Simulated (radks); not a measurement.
Task: Species: Rh3+. Configuration: [Kr] 4d6. Method: scalar-relativistic Kohn-Sham, PBE, spin-polarised, spherical densities, finite nucleus; open shells are filled with parallel spins first (spin-orbit coupling, left out, can overturn this in heavy ions); Fermi nuclear charge, rms radius 4.4945 fm; computed with a radial shooting solver on a logarithmic mesh with Libxc functionals. Some entries of the table are withheld. Estimate them.

orbital  occ.  eigenvalue (eV)  <r> (bohr)  r(max) (bohr)
1s down     1        -23074.57     0.03263        0.02118
1s up       1        -23074.56     0.03263        0.02118
2s up       1        -3377.119      0.1419         0.1198
2s down     1        -3376.417      0.1419         0.1198
2p up       3        -3030.381      0.1237        0.09577
2p down     3        -3029.853      0.1237        0.09576
3s up       1        -633.6487      0.3906         0.3514
3s down     1        -633.2994      0.3906         0.3515
3p up       3        -519.6972      0.3905         0.3446
3p down     3        -519.2965      0.3904         0.3447
3d up       5        -337.5905      0.3703         0.2913
3d down     5        -336.9561      0.3702         0.2915
4s up       1        -119.7851      0.9742         0.8809
4s down     1        -116.6670      0.9708         0.8778
4p up       3         -87.3951         (1)         0.9419
4p down     3         -84.1166         (2)         0.9381
4d up       5         -40.8357       1.361          1.111
4d down     1         -37.5695       1.379          1.108
5s up       0         -30.3522       2.436          2.206
5s down     0         -28.6399       2.492          2.251
5p up       0         -23.1336         (3)          2.563
5p down     0         -21.7911         (4)          2.614

Result: 
(1) 4p up <r> (bohr): 1.065
(2) 4p down <r> (bohr): 1.063
(3) 5p up <r> (bohr): 2.828
(4) 5p down <r> (bohr): 2.902
